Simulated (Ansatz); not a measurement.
The Sn1–H3 bond of GeH6Sn (SMILES [GeH3][SnH3]) is stretched (multiplicity 1, the rest rigid).
Geometry at rest (charge 0, multiplicity 1):
```xyz
8

Sn    -1.0322     0.1022    -0.0172
Ge     1.5684    -0.1553     0.0261
H     -1.7216    -0.9461    -1.1826
H     -1.4714     1.7097    -0.4116
H     -1.7003    -0.2790     1.5128
H      1.9614    -1.6007     0.3808
H      2.1864     0.7877     1.0741
H      2.1673     0.1877    -1.3498
```

Cores are frozen in the correlated methods. Filled d and f shells under p-block atoms count as core.

Codes used: Ansatz (Gaussian basis) for Hartree–Fock, density functionals and correlated methods. Each number belongs to the level named beside it. In def2 rows elements past Kr take small-core potentials, without spin–orbit coupling.

Energies above the point at 1.712 Å (the B3LYP-D3(BJ) bond length), FIC-MRCISD+Q on CASSCF(2,2)/def2-SVP (kcal/mol): 6.68 at 1.541 Å; 3.26 at 1.884 Å; 73.64 at 5.480 Å.

Q: Take the last value as the depth D of a Morse curve D(1 − e^(−a(R − R₀)))², fit a and R₀ to the two near points, and test it at 2.312 and 2.997 Å.

A: 
With D = 73.6, both near points (counted from the curve's value at 1.712 Å) are met by a = 1.46 Å⁻¹ and R₀ = 1.721 Å, so k = 2Da² = 315 kcal/(mol Å²). The curve then gives 24.6 and 52.6 kcal/mol; the level itself gives 26.0 and 57.8, so Morse is off by -1.4 and -5.2.

Ansatz is a quantum-chemistry and plane-wave program.
